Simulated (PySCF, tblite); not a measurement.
Species: C₃H₁₂N₂Si₃.
Geometry (GFN2-xTB, Å), atoms numbered from 1 in this order:
```xyz
20
C3H12N2Si3 angstrom
C     -2.5837    0.0752   -0.2088
N     -1.4817   -0.3808    0.6094
Si     0.1840   -0.0032    0.2733
Si     0.5754    2.2514   -0.2343
Si     1.3783   -1.1042    1.9373
C      0.4694   -0.9657   -1.4003
C      1.8485   -0.9404   -1.7449
N      2.9688   -0.8899   -1.9809
H     -3.4541   -0.5640   -0.0518
H     -2.8689    1.1108    0.0081
H     -2.2983    0.0143   -1.2564
H     -1.7520   -0.4115    1.5809
H      0.1154    3.1211    0.8566
H      1.9920    2.5369   -0.4554
H     -0.1493    2.7046   -1.4315
H      0.8783   -2.4408    2.2778
H      2.7758   -1.2510    1.5403
H      1.3510   -0.3348    3.1865
H     -0.1007   -0.5144   -2.2141
H      0.1469   -2.0026   -1.2949
```

Theory: PBE0/pcSseg-1 in PySCF (dipole) on a GFN2-xTB geometry, gas phase.

Masses are those of the commonest isotopes; rigid-rotor values at the optimised geometry. The values belong to one conformer with, in the numbering `[CH3:1][NH:2][Si:3]([SiH3:4])([SiH3:5])[CH2:6][C:7]#[N:8]`, C1–N2–Si3–Si4 46°, N2–Si3–C6–C7 -171°.

**Question.** What are A, B and C (MHz)?

**Answer.** Ia = 468.04, Ib = 578.57, Ic = 671.92 u·Å²; 505379 MHz·u·Å²/I gives A = 1080, B = 873.5, C = 752.1 MHz.

**Question.** What kind of rotor is it?

**Answer.** An asymmetric top; Ray's κ = -0.259.

**Question.** Is it planar, by Δ = Ic − Ia − Ib?

**Answer.** Not planar: Δ = Ic − Ia − Ib = -374.68 u·Å². For a rigid frame Δ = −2 Σ m c², so Σ m c² = 187.34 u·Å² lies off the ab plane: 34.54 from hydrogen and 152.80 from heavier atoms. The atom farthest from that plane is 2.53 Å away.

**Question.** Give the other two planar moments, Paa and Pbb, and the rms extents of the mass along the axes.

**Answer.** Paa = Σ m a² = (Ib + Ic − Ia)/2 = 391.23 and Pbb = Σ m b² = (Ia + Ic − Ib)/2 = 280.70 u·Å². With the mass M = 160.03 u, the rms extents √(P/M) along a, b and c are 1.56, 1.32, 1.08 Å.

**Question.** Which lines would a microwave search look for?

**Answer.** The dipole components are |μa| = 4.99 D, |μb| = 1.10 D, |μc| = 1.04 D. The squared components, which scale the intensities, stand as 1.00 : 0.05 : 0.04 (a : b : c). Some lines, for components of 0.1 D or more:

| type | branch | J(Ka,Kc) | MHz | lower level (cm⁻¹) |
| --- | --- | --- | --- | --- |
| a | Q | 4(2,2) ← 4(2,3) | 443 | 0.577 |
| b | Q | 2(1,1) ← 2(0,2) | 489 | 0.161 |
| b | Q | 3(2,1) ← 3(1,2) | 645 | 0.345 |
| a | Q | 3(1,2) ← 3(1,3) | 719 | 0.321 |
| c | Q | 3(3,1) ← 3(2,1) | 1179 | 0.367 |
| b | Q | 4(2,3) ← 4(1,4) | 1458 | 0.528 |
| a | R | 1(0,1) ← 0(0,0) | 1626 | 0.000 |
| b | R | 1(1,1) ← 0(0,0) | 1832 | 0.000 |
| c | R | 2(1,1) ← 1(0,1) | 3700 | 0.054 |
| c | R | 2(2,1) ← 1(1,1) | 4113 | 0.061 |
| b | R | 3(2,2) ← 2(1,1) | 5496 | 0.178 |
| c | R | 3(2,1) ← 2(1,1) | 5673 | 0.178 |
| b | R | 4(1,3) ← 3(2,2) | 6169 | 0.361 |
| b | R | 4(0,4) ← 3(1,3) | 6177 | 0.321 |
| a | R | 4(1,4) ← 3(1,3) | 6200 | 0.321 |
| a | R | 4(1,3) ← 3(1,2) | 6637 | 0.345 |
| b | R | 4(3,2) ← 3(2,1) | 7742 | 0.367 |
| b | R | 4(2,2) ← 3(1,3) | 8101 | 0.321 |
| c | R | 4(4,1) ← 3(3,1) | 8381 | 0.406 |

**Question.** Estimate the classical rotational partition function at 25 K, 200 K and 500 K.

**Answer.** Point group C1, symmetry number σ = 1; q = (√π/σ)·√((kT/h)³/(ABC)), k/h = 20836.6 MHz/K: 25000 at 25 K, 566000 at 200 K, 2240000 at 500 K.

Its GFN2-xTB frequencies are all real (lowest 24 cm⁻¹). No vibrational averaging or centrifugal distortion is included, and the geometry carries the error of its method. A rigid rotor knows nothing of inversion at nitrogen or internal rotation, which can split or shift real lines. Quadrupole hyperfine structure (14N) is left out.

Hardware: an Arm Neoverse V1 with one thread, shared host with 32 logical CPUs at a one-minute load of 28. Cost: 71 s of wall time, 0.96 GiB resident at most. This is the PBE0/pcSseg-1 job that gave the dipole, with the shieldings it also computed.
